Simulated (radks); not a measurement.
The mean radii <r> (bohr) of the occupied orbitals of an atom or ion are listed with their occupations. Method: Dirac Kohn-Sham, PBE, spin-unpolarised, spherical densities, point nucleus; computed with a radial shooting solver on a logarithmic mesh with Libxc functionals.

| orbital | occ. | <r> |
|---|---|---|
| 1s1/2 | 2 | 0.02111 |
| 2s1/2 | 2 | 0.08921 |
| 2p1/2 | 2 | 0.07438 |
| 2p3/2 | 4 | 0.08143 |
| 3s1/2 | 2 | 0.2341 |
| 3p1/2 | 2 | 0.2238 |
| 3p3/2 | 4 | 0.2371 |
| 3d3/2 | 4 | 0.2096 |
| 3d5/2 | 6 | 0.2138 |
| 4s1/2 | 2 | 0.5299 |
| 4p1/2 | 2 | 0.5404 |
| 4p3/2 | 4 | 0.5710 |
| 4d3/2 | 4 | 0.6037 |
| 4d5/2 | 6 | 0.6146 |
| 5s1/2 | 2 | 1.301 |
| 5p1/2 | 2 | 1.465 |
| 5p3/2 | 4 | 1.567 |
| 4f5/2 | 4.28571 | 0.8576 |
| 4f7/2 | 5.71429 | 0.8757 |

Name the element and its charge. Open shells, if any, are shared by 2j + 1.

Answer. Z = 66, dysprosium, charge +2: Dy2+ in [Xe] 4f10. The 1s radius gives Z: for a bare nucleus <r> = (2 gamma + 1)/(2Z) with gamma = sqrt(1 - (Z/c)^2), 0.02085 bohr for Z = 66, and screening makes it slightly larger (0.02111 here). The occupations add up to 64, and the charge is Z minus that.
